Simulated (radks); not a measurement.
The numbers below are computed, except where a source is named.
Spherical jellium clusters: N electrons in a uniform positive sphere of charge N and radius rs N^(1/3), rs = 3.65 bohr. Level of theory: non-relativistic Kohn-Sham, LDA (Slater exchange, Perdew-Wang correlation), spin-polarised, spherical densities (a radial shooting solver with Libxc functionals). Levels are named by radial order and angular momentum (1s, 1p, 1d, 2s, ...), and open shells are averaged over m.

N = 31, configuration 1s2 1p6 1d10 2s2 1f(up 7, down 4). This is the lowest configuration that the search found. Occupied and some empty levels:

level    occupation  eigenvalue (eV)  <r> (bohr)
1s up             1          -5.9944       6.623
1s down           1          -5.9050       6.436
1p up             3          -5.1936       8.068
1p down           3          -5.0586       7.985
1d up             5          -4.2375       8.985
1d down           5          -4.0826       8.965
2s up             1          -3.9152       7.283
2s down           1          -3.8331       7.404
1f up             7          -3.1299       9.719
1f down           4          -2.9701       9.740
2p up             0          -2.5552       8.476
2p down           0          -2.4789       8.529
1g up             0          -1.8961       10.42
1g down           0          -1.7419       10.48
2d up             0          -1.2591       10.32
2d down           0          -1.1825       10.40

Energy (eV): total -57.1833, kinetic 64.763, external -2703.5, Hartree 1336.9, exchange-correlation -123.72, background 1368.4.

Electron density:

r (bohr)  n(r) (e/bohr^3)
0.366            0.006611
1.28             0.006169
2.21             0.005408
3.12             0.004640
4.04             0.004184
4.96             0.004215
5.88             0.004678
6.80             0.005310
7.72             0.005720
8.64             0.005539
9.56             0.004621
10.5             0.003205
11.4             0.001824
12.3            0.0008794
13.2            0.0003811
14.2            0.0001540
15.1           0.00005956
16.0           0.00002257
16.9            8.312e-06
17.8            3.025e-06
